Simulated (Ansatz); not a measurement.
```xyz
6

B     0.0459    0.0052   -1.3555
C    -0.0220    0.0415    0.1996
O     0.0075   -0.0426    1.3397
H    -0.0123   -1.1327   -1.6461
H    -1.0127    0.5534   -1.6755
H     1.0223    0.5471   -1.6685
```

Basis set: 6-31G (spherical functions). Frozen core: 3 orbitals. Charge 0, multiplicity 1.

Computed with Ansatz (development build ahead of 0.2.0); each method stands on the lowest determinant of its kind that the runs found. Restricted open shells among the atoms or ions are ROHF, correlated in semicanonical orbitals with singles.

The atomization energy at this shape (free ground-state atoms in the same class of orbitals less the molecule, no zero-point energy) of singlet CH₃BO:

```json
{"method": "RHF", "atomization energy": "15.96 eV"}
```

**Question.** What does RHF-MP2 give?

**Answer.** 21.11 eV.

This basis has no polarisation functions and is too small for such energies, which can lie far from measured ones in either direction.
